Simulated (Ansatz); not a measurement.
Reaction (substitution at a C–B bond): `CB/C=C/O` + `CO[SiH2]N` → `CN[SiH2]OC` + `B/C=C/O`

Isolated molecules relaxed with PBE0-D4/def2-TZVP in Ansatz; ΔE leaves out vibrations. CCSD(T)/CBS is the MP2 limit (def2-TZVPP, def2-QZVPP) plus CCSD(T) − MP2 in def2-TZVPP, frozen cores. This one scheme is used for every species. Double bonds are as drawn, so ΔE can hold a change between cis and trans. DFT in def2-TZVPP. One conformer a species, not always the lowest.

`CB/C=C/O`:

```xyz
12

C    -1.647    0.613   -0.341
B    -0.174    1.149   -0.332
C     1.065    0.335    0.021
C     0.983   -0.959    0.365
O     2.056   -1.699    0.680
H    -2.260    1.226    0.331
H    -2.083    0.769   -1.335
H    -1.798   -0.435   -0.070
H    -0.020    2.305   -0.630
H     2.062    0.770    0.007
H     0.027   -1.478    0.406
H     1.789   -2.596    0.897
```

`CO[SiH2]N`:

Cartesian coordinates in Å:
```
C -0.807 -0.154 1.523
O 0.297 0.537 0.992
Si 1.007 0.117 -0.431
N 0.033 0.221 -1.827
H -1.693 -0.045 0.886
H -0.596 -1.224 1.642
H -1.036 0.262 2.506
H 1.431 -1.308 -0.362
H 2.137 1.066 -0.535
H -0.483 -0.565 -2.182
H -0.289 1.094 -2.211
```

`CN[SiH2]OC`:

```xyz
14

C     0.585   -0.584    1.795
N     1.236   -0.463    0.510
Si    0.488   -0.652   -1.010
O    -0.247    0.670   -1.662
C    -1.363    1.283   -1.066
H     1.196   -1.153    2.503
H    -0.356   -1.126    1.674
H     0.350    0.385    2.254
H     2.147   -0.034    0.554
H    -0.551   -1.701   -0.809
H     1.523   -0.999   -2.008
H    -1.784    2.001   -1.772
H    -2.142    0.553   -0.812
H    -1.083    1.821   -0.153
```

`B/C=C/O`:

```xyz
9

B    -0.849   -1.143   -0.698
C    -0.293   -0.187    0.329
C     0.668    0.684   -0.040
O     1.269    1.592    0.725
H    -0.423   -1.104   -1.819
H    -1.703   -1.937   -0.426
H    -0.631   -0.163    1.366
H     1.050    0.713   -1.056
H     0.912    1.544    1.620
```

```
             level  ΔE (kcal/mol)  difference from CCSD(T)/CBS
            PBE-D4           17.4                         -0.7
         r2SCAN-D4           18.4                          0.3
           PBE0-D4           17.6                         -0.5
           ωB97X-V           16.8                         -1.3
           ωB97M-V           17.7                         -0.4
            B2PLYP           17.4                         -0.7
               PBE           17.7                         -0.4
            r2SCAN           18.5                          0.4
    MP2/def2-TZVPP           17.9                         -0.2
   CCSD/def2-TZVPP           17.3                         -0.8
CCSD(T)/def2-TZVPP           17.3                         -0.8
     HF/def2-QZVPP           15.8                         -2.3
SCS-MP2/def2-QZVPP           17.4                         -0.7
      HF/CBS(def2)           15.8                         -2.3
     MP2/CBS(def2)           18.7                          0.6
    CCSD/CBS(def2)           18.1                          0.0
       CCSD(T)/CBS           18.1                            0
```

Largest T1 diagnostic among the species: 0.013.

In def2-TZVPP, CCSD(T) changes the Hartree–Fock value by +1.6 kcal/mol (the triples alone add −0.0 kcal/mol) and MP2 by +2.2 kcal/mol.
